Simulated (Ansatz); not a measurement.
`FB[SiH2]Cl` → `BF` + `[SiH]Cl` at 600 K and 1 bar (silylene formation by 1,1-elimination).

Program: Ansatz. Geometries: PBE0-D4/def2-TZVP. ΔE: electronic, gas phase. CCSD(T)/CBS is the MP2 limit (def2-TZVPP, def2-QZVPP) plus CCSD(T) − MP2 in def2-TZVPP, frozen cores. This one scheme is used for every species. Each species was taken in one conformer, which may not be the lowest.

| species | CCSD(T)/CBS energy (Eh) | H − E (kJ/mol) | S (J/(mol·K)) |
| --- | --- | --- | --- |
| `FB[SiH2]Cl` | -875.32301 | 136.6 | 396.3 |
| `BF` | -125.82039 | 83.0 | 253.5 |
| `[SiH]Cl` | -749.43948 | 44.3 | 282.6 |

H − E and S are ideal-gas, rigid-rotor, harmonic terms from PBE0-D4/def2-TZVP, for one conformer and one mirror image of each species. 1 Eh = 2625.50 kJ/mol, R = 8.31446 J/(mol·K).

Q: By hand: ΔE, ΔH, ΔS and ΔG.

A: ΔE = (-125.82039) + (-749.43948) − (-875.32301) = 0.06314 Eh = 165.8 kJ/mol. Δ(H − E) = 83.0 + 44.3 − 136.6 = -9.3, so ΔH = 156.5 kJ/mol. ΔS = 253.5 + 282.6 − 396.3 = 139.8 J/(mol·K). ΔG = 156.5 − 600 × (139.8)/1000 = 72.6 kJ/mol.

Q: By hand: the equilibrium constant, and the temperature at which ΔG would vanish if ΔH and ΔS stayed fixed.

A: log₁₀ K = −ΔG/(RT ln 10) = -6.3. ΔG = 0 at ΔH/ΔS = 1119 K.

The number of gas molecules changes by +1, which sets the sign of ΔS. A doubt of 5 kJ/mol in ΔE shifts log₁₀ K by 0.4 here. Other conformers and mirror images would add mixing entropy, several J/(mol·K) or more a flexible species. These are equilibria of isolated gas molecules and say nothing of rates. Largest T1 diagnostic: 0.013 (customary marks: 0.02 for closed shells, 0.045 for open ones).
